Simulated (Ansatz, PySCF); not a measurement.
Gas-phase reaction (SMILES): [CH3][Ge]([Cl])([Cl])[Cl] + F (HF) → [F][Ge]([Cl])([Cl])[Cl] [trichloro(fluoro)germane] + C (CH4); hydrogen fluoride cleaves one Ge-C bond, a model of a ligand-exchange step.

Each molecule is optimised on its own at B3LYP-D3(BJ)/def2-TZVP (Ansatz, a first-principles code). Correlated levels leave the core frozen unless marked. Spin-orbit coupling is left out. Frozen are the shells of the preceding noble gas and the d and f shells that filled before the atom's block. Non-relativistic. CBS marks a two-point X^-3 extrapolation of the correlation energy; Hartree-Fock from the larger set. Thermal terms are rigid-rotor harmonic-oscillator values from B3LYP-D3(BJ) frequencies (Ansatz or PySCF) at 298.15 K and 1 atm. 1 Eh = 627.5095 kcal/mol.

```
species                    E, CCSD(T)/CBS(def2-TZVPPD,def2-QZVPPD) (Ansatz) (Eh)  E, PBE/def2-TZVPD (Ansatz) (Eh)  H - E (Eh)
-------------------------  -----------------------------------------------------  -------------------------------  ----------
[CH3][Ge]([Cl])([Cl])[Cl]                                            -3494.86052                      -3496.79016     0.04978
F (HF)                                                                -100.39266                       -100.39521     0.01259
[F][Ge]([Cl])([Cl])[Cl]                                              -3554.81638                      -3556.74112     0.01435
C (CH4)                                                                -40.45806                        -40.46301     0.04840
```

### Question
Work out ΔE and ΔH at 298.15 K at the first level, then ΔH at the second.

### Answer

1. ΔE = [(-3554.81638) + (-40.45806)] - [(-3494.86052) + (-100.39266)] = -0.02126 Eh = -13.3 kcal/mol at CCSD(T)/CBS(def2-TZVPPD,def2-QZVPPD).
2. The terms H - E add up to 0.00038 Eh, so ΔH = (-0.02126 + (0.00038))×627.5095 = -13.1 kcal/mol.
3. At PBE/def2-TZVPD the same steps give ΔE = -11.8 and ΔH = -11.5 kcal/mol, a shift of +1.6 from the first level.
4. These values are not checked against measurement here, since the tables used lack a sound gas-phase enthalpy of formation for at least one species.
